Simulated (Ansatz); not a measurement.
B₃P₃H₁₂⁻, a cluster cut from wurtzite BP (hydrogen-capped). Charge -1, multiplicity 2. Geometry r2SCAN-D4/def2-SVP, that of the neutral singlet; atoms count from 1.

```xyz
18

P    -1.577    0.816   -0.441
B    -0.601    1.497    1.101
P     1.264    0.975    0.893
B    -1.363   -1.063   -0.909
P     0.548   -1.433   -0.996
B     1.661   -0.894    0.509
H    -2.956    1.078   -0.253
H    -1.342    1.637   -1.577
H    -0.715    2.702    1.201
H    -1.015    0.863    2.056
H     1.912    1.821   -0.047
H     1.969    1.353    2.062
H    -1.913   -1.324   -1.960
H    -1.774   -1.689    0.053
H     1.091   -0.939   -2.214
H     0.728   -2.821   -1.214
H     1.244   -1.521    1.467
H     2.840   -1.056    0.268
```

The highest occupied level of the charge -1 doublet lies above zero (up to 1.42 eV). By energy differences it is unbound by 0.27 eV (vertical, to the charge 0 singlet, at PBE0-D4/def2-TZVPD) and held by the finite basis.

(1) Estimate the Mulliken populations from the PBE0/def2-TZVPD orbitals of Ansatz.

(2) Where does the spin sit?

(3) And the Mayer bond orders between bonded heavy atoms (over 0.3)?

## Answers

(1) 
```
atom  charge (e)  spin (α − β)
  P1       -0.14          0.15
  B2       -0.13         -0.09
  P3       -0.14          0.15
  B4       -0.13         -0.09
  P5       -0.14          0.15
  B6       -0.14         -0.09
  H7        0.02          0.13
  H8        0.12          0.00
  H9       -0.10          0.07
 H10       -0.09          0.07
 H11        0.12          0.00
 H12        0.02          0.13
 H13       -0.10          0.07
 H14       -0.09          0.07
 H15        0.12          0.00
 H16        0.02          0.13
 H17       -0.09          0.07
 H18       -0.10          0.07
```
Mulliken values and Mayer orders depend strongly on the basis. With diffuse functions, as here, like atoms can get unlike values, and bond orders can come out too low or too high.

(2) Summed by element: P 0.45, B -0.26, H 0.81, of 1 unpaired in all. Largest on single atoms: P1 0.15, P3 0.15, P5 0.15.

(3) P1–B2 0.88 (1.95 Å); P1–B4 0.88 (1.95 Å); B2–P3 0.88 (1.95 Å); P3–B6 0.88 (1.95 Å); B4–P5 0.88 (1.95 Å); P5–B6 0.88 (1.95 Å).
